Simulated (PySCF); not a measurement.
# Worked example: refractive index and permittivity of the vapour

CrCl3, SMILES [Cl][Cr]([Cl])[Cl] (connectivity only; charge and spin as stated), neutral, multiplicity 4.

Coordinates come from a B3LYP-D3(BJ)/def2-SVP optimisation. The geometry has at least one imaginary mode, so it is a saddle point at that level. The spin state was assumed, not searched.

PySCF with PBE/def2-TZVPD gives a mean static polarisability of 84.2 bohr³ and a dipole moment of 0.00 D. Take an ideal gas at 298.15 K and 0.1 bar, whether or not the substance is that volatile.

Problem. Work out n − 1 in the optical limit and the static ε − 1.

Solution. 
Polarisability volume α' = 84.2 × 0.148185 = 12.48 Å³. Number density N = p/kT = 2.43e-6 Å⁻³.
Dilute limit of Lorentz–Lorenz: n − 1 = 2π N α' = 0.00019.
Orientation term of Debye: μ²/(3kT) = 8.098 Å³ × μ²(D²) = 0.00 Å³.
ε − 1 = 4π N (α' + μ²/3kT) = 0.00038. With no permanent dipole, ε equals n² in this model. Vibrational polarisation and dispersion are left out.
